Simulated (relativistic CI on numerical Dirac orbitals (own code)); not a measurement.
## What each ingredient does to the levels of Eu⁵⁸⁺

Base calculation: Dirac-Coulomb-Breit CI, orbitals from a KLI potential per configuration, a model potential for QED, unscaled Slater integrals.

CI space (outside the closed core 1s2): 2s²2p, 2s2p², 2p³, 2p²3s, 2p²3p, 2p²3d, 2s²3s, 2s²3p, 2s²3d, 2s2p3s, 2s2p3p, 2s2p3d, 2s²4s, 2s²4p, 2s²4d, 2s²4f. Levels of other configurations are missing.

The lowest level and the first level of each name with at least 55 % of one term (blank where a level has no safe partner in the second run):

```
       Level  Base (eV)  Shift (eV)
2s²2p ²P°1/2       0.00        0.00
2s²2p ²P°3/2     708.56       -0.75
 2s2p² ⁴P3/2     853.24       +9.69
 2s2p² ²D5/2     890.14       +9.70
 2s2p² ²P1/2     949.59       +9.73
 2s2p² ²D3/2     951.21       +9.72
 2s2p² ⁴P5/2    1580.13       +8.72
 2s2p² ²S1/2    1669.97       +8.74
 2s2p² ²P3/2    1671.04       +8.75
  2p³ ⁴S°3/2    1838.48      +19.46
  2p³ ²D°5/2    1860.61      +19.46
  2p³ ²P°1/2    1907.41      +19.43
 2s²3s ²S1/2    7333.55       -2.45
2s²3p ²P°1/2    7403.98       +0.83
```

At this charge energies of transitions that change n are usually good to better than 1 %, and those within a shell (Δn = 0) to a few per cent.

(1) One thing was changed in a second run, which moved the levels as shown. Which?
A. configuration mixing switched off
B. one mean potential for all configurations
C. Breit term removed
D. QED terms removed

## Answers

(1) D. QED terms removed. QED shifts follow the density of s (and p1/2) electrons at the nucleus, so configurations move by their count of such electrons; where none moves, the smaller shifts of p3/2 electrons and of j = l + 1/2 against j = l − 1/2 set the pattern.

LS names give the leading component of a level, which can be under half, so a name can repeat, a term be missing and a line seem to break the LS rules.
